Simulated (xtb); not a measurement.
xtb input (GFN1-xTB):

```bash
xtb mol.xyz --gfn 1 --sp --chrg 0 --uhf 0
```
mol.xyz:
```
10

N     -1.07691794    -1.40348506     0.13637376
Al     0.00000000     0.00000000     0.00000000
N     -0.67305050     1.64132262     0.03440129
N      1.74996845    -0.23783756    -0.17077505
H     -0.77508693    -2.34779624     0.31271914
H     -2.07955920    -1.37249948     0.04877435
H     -1.61264464     1.87430552     0.31153860
H     -0.17144767     2.47643941    -0.22034920
H      2.44360325     0.48472995    -0.06738155
H      2.19513520    -1.11517916    -0.38530134
```

Output:

```
           -------------------------------------------------
          |                Calculation Setup                |
           -------------------------------------------------

           -------------------------------------------------
          |                 G F N 1 - x T B                 |
           -------------------------------------------------

        Reference                      10.1021/acs.jctc.7b00118
      * Hamiltonian:
        H0-scaling (s, p, d)           1.850000    2.250000    2.000000
        zeta-weighting                 0.000000
      * Dispersion:
        s8                             2.400000
        a1                             0.630000
        a2                             5.000000
        s9                             0.000000
      * Repulsion:
        kExp                           1.500000
        rExp                           1.000000
      * Coulomb:
        alpha                          2.000000
        third order                    atomic
        anisotropic                    false
      * Halogen bond correction:
        rad-scale                      1.300000
        damping                        0.440000

          ...................................................
          :                      SETUP                      :
          :.................................................:
          :  # basis functions                  34          :
          :  # atomic orbitals                  33          :
          :  # shells                           21          :
          :  # electrons                        24          :
          :  # halogen bonds                     0          :
          :  max. iterations                   250          :
          :  Hamiltonian                  GFN1-xTB          :
          :  restarted?                      false          :
          :  GBSA solvation                  false          :
          :  PC potential                    false          :
          :  electronic temp.          300.0000000     K    :
          :  accuracy                    1.0000000          :
          :  -> integral cutoff          0.2500000E+02      :
          :  -> integral neglect         0.1000000E-07      :
          :  -> SCF convergence          0.1000000E-05 Eh   :
          :  -> wf. convergence          0.2000000E-04 e    :
          :  Broyden damping             0.4000000          :
          :  net charge                          0          :
          :  unpaired electrons                  0          :
          ...................................................

 iter      E             dE          RMSdq      gap      omega  full diag
   1    -14.2854580 -0.142855E+02  0.645E+00    4.31       0.0  T
   2    -14.3151960 -0.297380E-01  0.417E+00    5.02       1.0  T
   3    -14.3137016  0.149444E-02  0.120E+00    4.62       1.0  T
   4    -14.3193271 -0.562548E-02  0.109E-01    4.85       1.0  T
   5    -14.3193593 -0.322482E-04  0.780E-03    4.85       4.1  T
   6    -14.3193600 -0.684855E-06  0.184E-03    4.84      17.2  T
   7    -14.3193600 -0.106360E-07  0.528E-04    4.84      59.9  T
   8    -14.3193600 -0.330166E-08  0.183E-06    4.84   17252.2  T
   9    -14.3193600 -0.230926E-13  0.653E-08    4.84  100000.0  T

   *** convergence criteria satisfied after 9 iterations ***

         #    Occupation            Energy/Eh            Energy/eV
      -------------------------------------------------------------
         1        2.0000           -0.7140034             -19.4290
       ...           ...                  ...                  ...
         6        2.0000           -0.5115259             -13.9193
         7        2.0000           -0.5093298             -13.8596
         8        2.0000           -0.4417643             -12.0210
         9        2.0000           -0.4417643             -12.0210
        10        2.0000           -0.3908095             -10.6345
        11        2.0000           -0.3733720             -10.1600
        12        2.0000           -0.3733720             -10.1600 (HOMO)
        13                         -0.1953551              -5.3159 (LUMO)
        14                         -0.0896258              -2.4388
        15                         -0.0889483              -2.4204
        16                         -0.0889483              -2.4204
        17                         -0.0798028              -2.1715
       ...                                ...                  ...
        33                          1.1739445              31.9447
      -------------------------------------------------------------
                  HL-Gap            0.1780169 Eh            4.8441 eV
             Fermi-level           -0.2843635 Eh           -7.7379 eV

 SCC (total)                   0 d,  0 h,  0 min,  0.006 sec
 SCC setup                      ...        0 min,  0.000 sec (  1.072%)
 Dispersion                     ...        0 min,  0.000 sec (  0.453%)
 classical contributions        ...        0 min,  0.000 sec (  0.210%)
 integral evaluation            ...        0 min,  0.002 sec ( 27.221%)
 iterations                     ...        0 min,  0.001 sec ( 23.525%)
 molecular gradient             ...        0 min,  0.003 sec ( 45.805%)
 printout                       ...        0 min,  0.000 sec (  1.606%)

         :::::::::::::::::::::::::::::::::::::::::::::::::::::
         ::                     SUMMARY                     ::
         :::::::::::::::::::::::::::::::::::::::::::::::::::::
         :: total energy             -14.173705221551 Eh    ::
         :: gradient norm              0.005676462131 Eh/a0 ::
         :: HOMO-LUMO gap              4.844087230524 eV    ::
         ::.................................................::
         :: SCC energy               -14.319360040788 Eh    ::
         :: -> electrostatic           0.073049146362 Eh    ::
         :: repulsion energy           0.148183118401 Eh    ::
         :: dispersion energy         -0.002528299164 Eh    ::
         :: halogen bond corr.         0.000000000000 Eh    ::
         :: add. restraining           0.000000000000 Eh    ::
         :: total charge               0.000000000000 e     ::
         :::::::::::::::::::::::::::::::::::::::::::::::::::::

           -------------------------------------------------
          |                Property Printout                |
           -------------------------------------------------

    * Orbital Energies and Occupations

         #    Occupation            Energy/Eh            Energy/eV
      -------------------------------------------------------------
         1        2.0000           -0.7140034             -19.4290
         2        2.0000           -0.7140034             -19.4290
         3        2.0000           -0.7031510             -19.1337
         4        2.0000           -0.5190569             -14.1243
         5        2.0000           -0.5190569             -14.1243
         6        2.0000           -0.5115259             -13.9193
         7        2.0000           -0.5093298             -13.8596
         8        2.0000           -0.4417643             -12.0210
         9        2.0000           -0.4417643             -12.0210
        10        2.0000           -0.3908095             -10.6345
        11        2.0000           -0.3733720             -10.1600
        12        2.0000           -0.3733720             -10.1600 (HOMO)
        13                         -0.1953551              -5.3159 (LUMO)
        14                         -0.0896258              -2.4388
        15                         -0.0889483              -2.4204
        16                         -0.0889483              -2.4204
        17                         -0.0798028              -2.1715
Note: The following floating-point exceptions are signalling: IEEE_DENORMAL
normal termination of xtb
        18                         -0.0798028              -2.1715
        19                         -0.0286625              -0.7799
        20                          0.0075088               0.2043
        21                          0.0166304               0.4525
        22                          0.0166304               0.4525
        23                          0.1608623               4.3773
       ...                                ...                  ...
        33                          1.1739445              31.9447
      -------------------------------------------------------------
                  HL-Gap            0.1780169 Eh            4.8441 eV
             Fermi-level           -0.2843635 Eh           -7.7379 eV

  Mulliken/CM5 charges         n(s)   n(p)   n(d)
     1N    -0.57902 -1.00380   1.432  4.147  0.000
     2Al    0.52204  0.63560   0.978  1.068  0.433
     3N    -0.57902 -1.00380   1.432  4.147  0.000
     4N    -0.57902 -1.00380   1.432  4.147  0.000
     5H     0.20251  0.39596   0.797  0.000  0.000
     6H     0.20251  0.39596   0.797  0.000  0.000
     7H     0.20251  0.39596   0.797  0.000  0.000
     8H     0.20251  0.39596   0.797  0.000  0.000
     9H     0.20251  0.39596   0.797  0.000  0.000
    10H     0.20251  0.39596   0.797  0.000  0.000

Wiberg/Mayer (AO) data.
largest (>0.10) Wiberg bond orders for each atom

 ---------------------------------------------------------------------------
     #   Z sym  total        # sym  WBO       # sym  WBO       # sym  WBO
 ---------------------------------------------------------------------------
     1   7 N    3.058 --     2 Al   1.116     5 H    0.909     6 H    0.909
     2  13 Al   3.553 --     3 N    1.116     1 N    1.116     4 N    1.116
     3   7 N    3.058 --     2 Al   1.116     8 H    0.909     7 H    0.909
     4   7 N    3.058 --     2 Al   1.116    10 H    0.909     9 H    0.909
     5   1 H    0.959 --     1 N    0.909
     6   1 H    0.959 --     1 N    0.909
     7   1 H    0.959 --     3 N    0.909
     8   1 H    0.959 --     3 N    0.909
     9   1 H    0.959 --     4 N    0.909
    10   1 H    0.959 --     4 N    0.909
 ---------------------------------------------------------------------------

Topologies differ in total number of bonds
Writing topology from bond orders to xtbtopo.mol

 dipole moment from electron density (au)
     X       Y       Z
  -0.0000  -0.0000  -0.0000  total (Debye):    0.000

           -------------------------------------------------
          | TOTAL ENERGY              -14.173705221551 Eh   |
          | GRADIENT NORM               0.005676462131 Eh/α |
          | HOMO-LUMO GAP               4.844087230524 eV   |
           -------------------------------------------------

------------------------------------------------------------------------
------------------------------------------------------------------------
 total:
 SCF:
```
